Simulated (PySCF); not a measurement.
Polarisability and C₆ of Br(2+) (bromine, charge +2)

[Ar] 3d10 4s2 4p3, high-spin 4S determinant. Computed with PySCF 2.14 in aug-cc-pVQZ-PP with ECP10MDF (7s6p5d3f2g, 89 functions), with scalar relativity through the core potential. Coupled (time-dependent) response in atomic units; α is the mean over directions.

| method | mean α (bohr³) | C₆ (like pair) | S(−4) |
| --- | --- | --- | --- |
| UHF | 8.393 | 40.13 | 16.52 |
| PBE | 8.347 | 39.97 | 15.66 |
| PBE0 | 8.303 | 39.68 | 15.51 |
| M06-L | 8.118 | 39.35 | 13.96 |

S(−4) is the Cauchy moment in α(ω) = α(0) + S(−4) ω² + …

α(iu) at UHF:

```tsv
u (hartree)	α(iu) (bohr³)
0	8.393
0.0500	8.352
0.100	8.232
0.200	7.790
0.300	7.165
0.500	5.745
0.750	4.195
1.00	3.082
1.50	1.804
2.00	1.177
3.00	0.6269
5.00	0.2791
```

A single London oscillator, α(iu) = α/(1 + u²/ω²), gives C₆ = (3/4) ω α². Matching the computed C₆ needs ω = 4 × 40.13 / (3 × 8.393²) = 0.760 hartree.

For an ion, C₆ is the dispersion term alone; charge-induced terms of lower order in 1/R come first.

Energies and moments cover only the electrons outside the core potential.
